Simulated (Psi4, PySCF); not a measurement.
Intermolecular potential of N2 ··· BF3 (SMILES N#N and FB(F)F). Monomers: optimised at B3LYP-D3(BJ) (def2-TZVP), held rigid. Orientation: a higher rigid-body minimum at GFN2-xTB. Only R, the distance of the centres of mass, is varied, so the lowest point isn't the relaxed dimer.

Geometry at R = 2.94 Å (first 2 atoms: monomer A):
```
6

N      0.5455     0.0000     0.0000
N     -0.5455     0.0000     0.0000
F     -2.9110     1.3472    -1.6173
B     -1.8568     1.9739    -1.1409
F     -1.8966     2.5100     0.0601
F     -0.7612     2.0608    -1.8641
```

- SCS-MP2/aug-cc-pVDZ = DF-SCS-MP2/aug-cc-pVDZ, frozen core, counterpoise-corrected (Psi4)
- MP2/aug-cc-pVDZ = DF-MP2/aug-cc-pVDZ, frozen core, counterpoise-corrected (Psi4 1.11)
- HF/aug-cc-pVDZ, counterpoise-corrected (Psi4)
- RKS-B3LYP/6-31G* = restricted B3LYP/6-31G*, spherical d, no counterpoise correction (PySCF)
- PBE/def2-TZVP, counterpoise-corrected (Psi4)

Interaction energies in kcal/mol (negative: bound); R is the distance of the centres of mass, d the N2···B4 distance.

```json
[
 {"R / Å": "2.31", "d / Å": "2.01", "SCS-MP2/aug-cc-pVDZ": "22.84", "MP2/aug-cc-pVDZ": "21.22", "HF/aug-cc-pVDZ": "26.76", "RKS-B3LYP/6-31G*": "17.82", "PBE/def2-TZVP": "20.17"},
 {"R / Å": "2.53", "d / Å": "2.23", "SCS-MP2/aug-cc-pVDZ": "10.30", "MP2/aug-cc-pVDZ": "9.19", "HF/aug-cc-pVDZ": "13.24", "RKS-B3LYP/6-31G*": "6.89", "PBE/def2-TZVP": "9.30"},
 {"R / Å": "2.78", "d / Å": "2.47", "SCS-MP2/aug-cc-pVDZ": "3.60", "MP2/aug-cc-pVDZ": "2.87", "HF/aug-cc-pVDZ": "5.67", "RKS-B3LYP/6-31G*": "1.36", "PBE/def2-TZVP": "3.39"},
 {"R / Å": "2.94", "d / Å": "2.63", "SCS-MP2/aug-cc-pVDZ": "1.54", "MP2/aug-cc-pVDZ": "0.98", "HF/aug-cc-pVDZ": "3.18", "RKS-B3LYP/6-31G*": "-0.13", "PBE/def2-TZVP": "1.54"},
 {"R / Å": "3.13", "d / Å": "2.82", "SCS-MP2/aug-cc-pVDZ": "0.27", "MP2/aug-cc-pVDZ": "-0.13", "HF/aug-cc-pVDZ": "1.52", "RKS-B3LYP/6-31G*": "-0.84", "PBE/def2-TZVP": "0.38"},
 {"R / Å": "3.31", "d / Å": "3.00", "SCS-MP2/aug-cc-pVDZ": "-0.26", "MP2/aug-cc-pVDZ": "-0.56", "HF/aug-cc-pVDZ": "0.70", "RKS-B3LYP/6-31G*": "-0.98", "PBE/def2-TZVP": "-0.13"},
 {"R / Å": "3.61", "d / Å": "3.29", "SCS-MP2/aug-cc-pVDZ": "-0.51", "MP2/aug-cc-pVDZ": "-0.69", "HF/aug-cc-pVDZ": "0.11", "RKS-B3LYP/6-31G*": "-0.80", "PBE/def2-TZVP": "-0.39"},
 {"R / Å": "3.94", "d / Å": "3.62", "SCS-MP2/aug-cc-pVDZ": "-0.45", "MP2/aug-cc-pVDZ": "-0.55", "HF/aug-cc-pVDZ": "-0.06", "RKS-B3LYP/6-31G*": "-0.51", "PBE/def2-TZVP": "-0.37"},
 {"R / Å": "4.48", "d / Å": "4.16", "SCS-MP2/aug-cc-pVDZ": "-0.26", "MP2/aug-cc-pVDZ": "-0.31", "HF/aug-cc-pVDZ": "-0.08", "RKS-B3LYP/6-31G*": "-0.20", "PBE/def2-TZVP": "-0.21"},
 {"R / Å": "5.13", "d / Å": "4.80", "SCS-MP2/aug-cc-pVDZ": "-0.13", "MP2/aug-cc-pVDZ": "-0.15", "HF/aug-cc-pVDZ": "-0.05", "RKS-B3LYP/6-31G*": "-0.06", "PBE/def2-TZVP": "-0.09"},
 {"R / Å": "6.11", "d / Å": "5.78", "SCS-MP2/aug-cc-pVDZ": "-0.05", "MP2/aug-cc-pVDZ": "-0.06", "HF/aug-cc-pVDZ": "-0.02", "RKS-B3LYP/6-31G*": "-0.02", "PBE/def2-TZVP": "-0.03"},
 {"R / Å": "7.41", "d / Å": "7.08", "SCS-MP2/aug-cc-pVDZ": "-0.02", "MP2/aug-cc-pVDZ": "-0.02", "HF/aug-cc-pVDZ": "-0.01", "RKS-B3LYP/6-31G*": "-0.01", "PBE/def2-TZVP": "-0.01"}
]
```

Lowest grid point: SCS-MP2/aug-cc-pVDZ -0.51 kcal/mol at R = 3.61 Å; MP2/aug-cc-pVDZ -0.69 kcal/mol at R = 3.61 Å; HF/aug-cc-pVDZ -0.08 kcal/mol at R = 4.48 Å; RKS-B3LYP/6-31G* -0.98 kcal/mol at R = 3.31 Å; PBE/def2-TZVP -0.39 kcal/mol at R = 3.61 Å.
